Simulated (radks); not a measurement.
Q: The magnesium ion Mg9+ is in [He] 2s1. All-electron calculation, scalar-relativistic Kohn-Sham, LDA (Slater exchange, Perdew-Wang correlation), spin-polarised, spherical densities, finite nucleus; Fermi nuclear charge, rms radius of each element as measured or else 0.836 A^(1/3) + 0.57 fm. Program: a radial shooting solver on a logarithmic mesh with Libxc functionals. Open shells are filled with parallel spins first. One electron is removed from 1s, 2s in turn, with full relaxation. Which removal costs least, and what does each cost?

A: 2s 366.79 eV; 1s 1689.2 eV. The 2s electron leaves first.
